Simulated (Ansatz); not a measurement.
Compare A (`C[SiH](F)N[SiH3]`) with its isomer B (`NC(F)([SiH3])[SiH3]`).

Computed with Ansatz on PBE0-D4/def2-TZVP structures; ΔE is electronic, products minus reactants. CBS: MP2 limit from def2 TZ/QZ plus the TZ coupled-cluster correction, frozen cores. DFT in def2-TZVPP. One conformer a species, not always the lowest.

A:

```xyz
13

C    -0.368   -1.747   -0.546
Si    1.038   -0.710    0.063
F     2.018   -0.468   -1.187
N     0.506    0.777    0.727
Si   -0.761    1.842    0.223
H    -1.059   -1.981    0.267
H    -0.927   -1.238   -1.335
H     0.010   -2.686   -0.957
H     1.863   -1.384    1.095
H     1.108    1.143    1.452
H    -0.231    3.168   -0.195
H    -1.742    2.076    1.318
H    -1.453    1.207   -0.924
```

B:

Z-matrix (Å, degrees):
```
C
F 1 1.447
Si 1 1.905 2 105.3
N 1 1.404 2 112.1 3 -119.7
Si 1 1.905 2 105.3 3 120.5
H 3 1.485 1 109.7 2 169.1
H 3 1.483 1 109.8 2 48.4
H 3 1.488 1 107.6 2 -71.6
H 4 1.012 1 114.6 2 64.5
H 4 1.012 1 114.6 2 -64.5
H 5 1.485 1 109.7 2 -169.1
H 5 1.488 1 107.6 2 71.6
H 5 1.483 1 109.8 2 -48.3
```

(1) Which is lower in electronic energy at CCSD(T)/CBS, and by how much? (Best estimate.)

(2) Give E(B) − E(A) in kcal/mol with ωB97M-V, PBE-D4, r2SCAN-D4, CCSD/def2-TZVPP, CCSD(T)/def2-TZVPP, HF/def2-TZVPP, B2PLYP. (An estimate is asked.)

Largest T1 diagnostic: 0.013.

## Answers

(1) Ansatz gave: A, by 104.3 kcal/mol.

(2) The calculation gave: ωB97M-V 101.3, PBE-D4 93.2, r2SCAN-D4 100.9, CCSD/def2-TZVPP 104.5, CCSD(T)/def2-TZVPP 103.0, HF/def2-TZVPP 109.1, B2PLYP 103.3. None reverses the order clearly.

From PBE to PBE0 (25 % exact exchange), in def2-TZVPP and without D4, E(B) − E(A) moves by +5.1 kcal/mol. In def2-TZVPP, CCSD(T) changes the Hartree–Fock value by −6.2 kcal/mol (the triples alone add −1.6 kcal/mol) and MP2 by −1.9 kcal/mol.
